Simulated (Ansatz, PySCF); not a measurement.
This PySCF input computes a CAM-B3LYP/def2-TZVPD energy:

```python
from pyscf import gto, scf, dft

mol = gto.M(
    atom='''
    B    -0.00000000   -0.00000000   -1.53551455
    Br    0.00000000    0.00000000    0.21935922
    ''',
    basis='def2-tzvpd',
    charge=1,
    spin=1,
    symmetry='C2v',
    verbose=4,
)

mf = dft.UKS(mol, xc='camb3lyp').density_fit(auxbasis='def2-universal-jkfit')
mf.grids.level = 3
mf.conv_tol = 1e-9
mf.max_cycle = 100
mf.max_memory = 1500
mf.kernel()
if not mf.converged:
    mf = mf.newton()
    mf.kernel(mf.make_rdm1())
mf.analyze()
```

Question: Write an input for the same energy in Ansatz (a first-principles code) and say what it gives.

Answer: 
Ansatz 0.2 input:
```yaml
crystal:
  periodic: [false, false, false]
  atoms:
    - {symbol: B, position_ang: [-0.00000000, -0.00000000, -1.53551455]}
    - {symbol: Br, position_ang: [0.00000000, 0.00000000, 0.21935922]}
basis:
  gaussian:
    orbitals: def2-TZVPD
hamiltonian:
  xc: {name: CAM-B3LYP}
total_charge: 1
magnetization: {spin_polarized: true, initial_magnetization: 1}
output: {forces: true}
```
It gives -2598.68757 Eh, and PySCF -2598.68759 Eh, a difference of 0.02 mEh, from the treatment of integrals and grids.
